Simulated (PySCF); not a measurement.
**Magnetisability: `CN[Si@H]([SiH2]C#N)S[SiH3]`, C$_{2}$H$_{10}$N$_{2}$SSi$_{3}$**

Geometry:
```
atom   x (Å)   y (Å)   z (Å)
  C1  -2.856  -0.958   0.668
  N2  -1.686  -1.187  -0.143
 Si3  -0.144  -0.520   0.173
 Si4  -0.298   1.781  -0.079
  C5   1.176   2.560   0.767
  N6   2.092   3.008   1.291
  S7   1.038  -1.468  -1.375
 Si8   2.990  -0.679  -1.026
  H9  -2.770   0.016   1.147
 H10  -3.753  -0.964   0.047
 H11  -2.971  -1.713   1.452
 H12  -1.734  -2.055  -0.655
 H13   0.480  -0.937   1.444
 H14  -0.227   2.328  -1.440
 H15  -1.441   2.394   0.611
 H16   3.425  -1.106   0.297
 H17   2.896   0.774  -1.098
 H18   3.776  -1.266  -2.095
```

Method: PySCF, GIAO PBE/pcSseg-1 magnetisability, rotational g tensor and spin-rotation constants, non-relativistic, gas phase. Geometry: GFN2-xTB.

**Question.** How diamagnetic is it, and how anisotropic?

**Answer.** Isotropic -1708 × 10⁻³⁰ J/T², or -102.9 × 10⁻⁶ cm³/mol; principal values -1881, -1631, -1612 × 10⁻³⁰ J/T², anisotropy 260 × 10⁻³⁰ J/T² (root of half the summed squared differences of the principal values). The susceptibility is in cgs units.

**Question.** Split it along the inertial axes a, b, c into diamagnetic and paramagnetic parts about the centre of mass, with the quadrupole moment.

**Answer.** 
```csv
axis,χ (10⁻⁶ cm³/mol),diamagnetic (10⁻⁶ cm³/mol),paramagnetic (10⁻⁶ cm³/mol),summed x² of all electrons (Å²),quadrupole Θ (D Å)
a,-111.0,-1373.4,1262.4,335.0,+8.95
b,-98.2,-1615.8,1517.6,277.9,-8.94
c,-99.3,-2600.1,2500.7,45.9,-0.01
```
Anisotropies 2χaa − χbb − χcc = -24.5 and 2χbb − χaa − χcc = +14.0 × 10⁻⁶ cm³/mol. Θ is traceless in Buckingham's convention.

**Question.** And the rotational g tensor?

**Answer.** 
```
axis  rotational constant (GHz)        g  nuclear part  electronic part
   a                     0.9413  -0.0178        0.5405          -0.5582
   b                     0.8306  -0.0166        0.5756          -0.5921
   c                     0.4779  -0.0105        0.5510          -0.5615
```
Asymmetric top; isotopes 12C, 1H, 14N, 32S, 28Si; no vibrational averaging.
